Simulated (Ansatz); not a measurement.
`BP[SiH](C)F`. Total charge 0; spin multiplicity 1. The geometry is a stationary point of PBE0-D4/def2-TZVP. It is one conformer, not always the lowest.

```xyz
12

B    -2.139   -0.744   -0.699
P    -0.993    0.586   -1.267
Si    1.007   -0.028   -0.501
C     1.267    0.319    1.301
F     2.133    0.773   -1.316
H    -1.811   -1.881   -0.857
H    -3.230   -0.474   -0.299
H    -1.334    1.750   -0.542
H     1.140   -1.465   -0.842
H     2.286    0.057    1.597
H     0.568   -0.268    1.901
H     1.105    1.376    1.524
```

(1) What is the dipole moment at r2SCAN/def2-TZVPP? (Estimate.)

(2) And with PBE, B3LYP, ωB97M-V? (An estimate is asked.)

(3) Give the Mulliken charges with r2SCAN, B3LYP, PBE in def2-TZVPP. (Estimate.)

Results:

(1) The calculation gave: 1.90 D, with components (0.01, 0.13, 1.90) D in this frame, pointing from negative to positive charge.

(2) Ansatz gave: PBE 1.83 D, B3LYP 1.85 D, ωB97M-V 1.85 D.

(3) Ansatz gave: 
| atom | r2SCAN | B3LYP | PBE |
| --- | --- | --- | --- |
| B1 | -0.09 | -0.11 | -0.10 |
| P2 | -0.08 | -0.13 | -0.11 |
| Si3 | 0.58 | 0.59 | 0.50 |
| C4 | -0.30 | -0.38 | -0.37 |
| F5 | -0.32 | -0.32 | -0.28 |
| H6 | 0.02 | 0.05 | 0.03 |
| H7 | 0.02 | 0.05 | 0.03 |
| H8 | 0.02 | 0.02 | 0.03 |
| H9 | -0.09 | -0.09 | -0.08 |
| H10 | 0.09 | 0.11 | 0.12 |
| H11 | 0.08 | 0.11 | 0.11 |
| H12 | 0.08 | 0.11 | 0.11 |

B3LYP here is the variant with VWN-RPA as its local correlation; programs differ in this.
